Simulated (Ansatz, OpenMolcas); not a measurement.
**C2H5AlBN (SMILES B[C]1=C[NH][AlH]1): the HOMO–LUMO gap, rung by rung**

C2H5AlBN has 10 atoms, charge 0, and is taken as a singlet. As SMILES, `B[C]1=C[NH][AlH]1`. Geometry: relaxed at PBE0-D4/def2-TZVP.

Quantity: the HOMO–LUMO gap, in eV. The values are calculated.

```csv
level,kind,program,value (eV)
HF/6-31G* (spherical functions),Hartree–Fock,OpenMolcas,9.82
SVWN5/6-31G* (spherical functions),LDA,Ansatz,2.75
TPSS/6-31G* (spherical functions),meta-GGA,OpenMolcas,2.95
B3LYP/6-31G* (spherical functions),global hybrid,OpenMolcas,4.19
r2SCAN0/6-31G* (spherical functions),hybrid meta-GGA,Ansatz,4.96
B3LYP/6-31G* (Cartesian functions),global hybrid,OpenMolcas,4.19
CAM-B3LYP/6-31G* (spherical functions),range-separated hybrid,Ansatz,6.80
PBE-QIDH/6-31G* (spherical functions),double hybrid,Ansatz,7.86
```

The values span 2.75 to 9.82 eV. Orbital gaps aren't excitation energies, and those of double hybrids come from the SCF part alone; they tend to grow with the share of exact exchange.
